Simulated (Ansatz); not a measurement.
`[NH]=[Ta]([NH2])([OH])[Cl]` + H₂O → `[NH]=[Ta]([OH])([OH])[Cl]` + NH₃  (formal hydrolysis of a Ta–N bond)

Computed with Ansatz on PBE0-D4/def2-TZVP structures; ΔE is electronic, products minus reactants. CBS: MP2 limit from def2 TZ/QZ plus the TZ coupled-cluster correction, frozen cores. This one scheme is used for every species. DFT in def2-TZVPP. B3LYP here is the variant with VWN-RPA as its local correlation; programs differ in this. def2 core potentials past Kr. For Ta outer-core shells are correlated without core-valence functions, which leaves a few kJ/mol of doubt a bond. Each species was taken in one conformer, which may not be the lowest.

```tsv
level	ΔE (kcal/mol)
BLYP-D4	-11.7
B3LYP-D4	-11.5
B3LYP	-12.2
MP2/def2-QZVPP	-9.7
```

(1) What does CCSD(T)/CBS give? (Estimate.)

Largest T1 diagnostic among the species: 0.018.

## Answers

(1) Ansatz gave: -10.0 kcal/mol. The listed levels differ from it by -1.7, -1.5, -2.2, 0.3 kcal/mol.

Leaving LDA and LC-ωPBE aside and taking each functional with its dispersion term where it has one, the values, not all of them listed here, spread over 2.0 kcal/mol, from B97M-V to PBE-QIDH. LDA lies +0.8 kcal/mol from PBE without D4. At CCSD(T), def2-SVP lies −1.6 kcal/mol from the extrapolated value and def2-TZVPP −0.6 kcal/mol. In def2-TZVPP, CCSD(T) changes the Hartree–Fock value by +2.2 kcal/mol (the triples alone add +0.2 kcal/mol) and MP2 by +2.7 kcal/mol.
